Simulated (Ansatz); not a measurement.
Input for Ansatz (an electronic-structure program): R-CCSD(T)/cc-pVDZ on CH4 (SMILES C).

Ansatz 0.2 input:
```yaml
crystal:
  periodic: [false, false, false]
  atoms:
    - {symbol: C, position_ang: [0.00000000, 0.00000000, -0.00000000]}
    - {symbol: H, position_ang: [1.08818013, -0.00000000, 0.00000000]}
    - {symbol: H, position_ang: [-1.08818013, 0.00000000, 0.00000000]}
    - {symbol: H, position_ang: [-0.00000000, 1.08818013, -0.00000000]}
    - {symbol: H, position_ang: [0.00000000, -1.08818013, -0.00000000]}
basis:
  gaussian:
    orbitals: cc-pVDZ
magnetization: {spin_polarized: false}
correlation: {method: ccsd_t, electrons: outside_noble_gas}
scf: {lower_state_search: off}
```

The log:

```
WARN ansatz: RAYON_NUM_THREADS=1 ignored (pool sized by the plan → 1); use --threads N
Functional definition: HF
these checks for a lower state are left out or cut short: stability, starts, cluster_reference, orbital_swaps, neighbouring_geometries, increment
integrals: 0.01 GiB planned
305 factors; integrals over basis functions are off by at most 1.6e-3 eV
mean field: 0.04 GiB planned
mean field evaluation 1: about -1085.6365 eV, gradient 2.4e1 eV
mean field evaluation 2: about -1085.6363 eV, gradient 2.4e1 eV
mean field evaluation 4: about -1086.9246 eV, gradient 1.2e0 eV
mean field evaluation 8: about -1086.9292 eV, gradient 2.8e-7 eV
mean field -1086.92918575 eV, -39.9439108293 hartree, gradient 4.4e-6 eV, S^2 0.000000; 0 other end points of the search recorded, 0 dependent functions left out
1 core orbitals not correlated
reference -1086.92918575 eV, -39.9439108293 hartree; 4, 4 occupied and 29, 29 virtual orbitals, 305 factors
second order -4.94301701 eV of doubles, -0.00000000 eV of singles
coupled cluster: 0.05 GiB planned
cycle   1  -5.31321353 eV  change   -3.7e-1 eV  update   4.0e-2
cycle   2  -5.45100776 eV  change   -1.4e-1 eV  update   1.4e-2
cycle   3  -5.45775477 eV  change   -6.7e-3 eV  update   2.8e-3
cycle   4  -5.45786985 eV  change   -1.2e-4 eV  update   6.7e-4
cycle   5  -5.45764361 eV  change    2.3e-4 eV  update   1.6e-4
cycle   6  -5.45764965 eV  change   -6.0e-6 eV  update   4.8e-5
cycle   7  -5.45765375 eV  change   -4.1e-6 eV  update   1.3e-5
cycle   8  -5.45764964 eV  change    4.1e-6 eV  update   3.3e-6
perturbative correction -0.13821287 eV, -0.0050792293 hartree
Total energy: -1092.52504826 eV, -40.1495549835 hartree
Checks for a lower state left out: stability, starts, cluster_reference, orbital_swaps, neighbouring_geometries, increment
```

The run converged.

Cost: about 0.13 core-seconds (a rough figure).
